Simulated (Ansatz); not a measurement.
(HGaPH)3 ring (Ga3P3H6), relaxed as a singlet with RKS PBE0-D4/def2-SVP in Ansatz, starting from the GFN2-xTB geometry. Force threshold 0.02 eV/Å.

Start:

```xyz
12

Ga   -0.357   -2.056    0.159
H     0.646   -3.344    0.264
P    -0.807   -1.413   -2.096
Ga    0.523    0.542   -1.758
H     0.371    1.636   -2.960
P     2.045    1.268   -0.078
Ga    0.485    0.812    1.661
H     0.288    2.090    2.657
P    -0.837   -1.075    2.281
H    -1.934   -0.648   -1.705
H     1.538    2.577   -0.189
H    -1.963   -0.388    1.764
```

```json
{"step": "1", "energy (eV)": "-185040.5263", "largest force component (eV/Å)": "1.226", "SCF passes": "15"}
{"step": "2", "energy (eV)": "-185040.7916", "largest force component (eV/Å)": "0.629", "SCF passes": "22"}
{"step": "3", "energy (eV)": "-185040.9064", "largest force component (eV/Å)": "0.313", "SCF passes": "18"}
{"step": "4", "energy (eV)": "-185040.9308", "largest force component (eV/Å)": "0.292", "SCF passes": "18"}
{"step": "5", "energy (eV)": "-185040.9670", "largest force component (eV/Å)": "0.301", "SCF passes": "18"}
{"step": "6", "energy (eV)": "-185040.9825", "largest force component (eV/Å)": "0.331", "SCF passes": "19"}
{"step": "7", "energy (eV)": "-185040.9885", "largest force component (eV/Å)": "0.201", "SCF passes": "18"}
{"step": "8", "energy (eV)": "-185040.9913", "largest force component (eV/Å)": "0.038", "SCF passes": "18"}
{"step": "9", "energy (eV)": "-185040.9923", "largest force component (eV/Å)": "0.035", "SCF passes": "18"}
{"step": "10", "energy (eV)": "-185040.9931", "largest force component (eV/Å)": "0.012", "SCF passes": "18"}
```

Force components are those of the run's own axes.

End:

```xyz
12

Ga   -0.1733   -1.9729    0.1542
H     1.0793   -2.9182    0.2379
P    -0.8823   -1.3849   -1.9695
Ga    0.3561    0.5828   -1.7675
H     0.2064    1.7121   -2.8461
P     1.8750    0.8397   -0.0472
Ga    0.3193    0.8557    1.6591
H     0.1415    2.1428    2.5381
P    -0.9168   -1.0620    2.1482
H    -2.0502   -0.6415   -1.5918
H     2.1260    2.2396   -0.1571
H    -2.0810   -0.3931    1.6418
```

By distances, no bond broke or formed. The bond that changes most is Ga1–P3, from 2.39 to 2.31 Å (atoms count from 1).

No frequencies were taken in this run, so the end may be a saddle point.

Hardware: 4 threads of Intel Xeon on a shared host. Wall time 54 s.
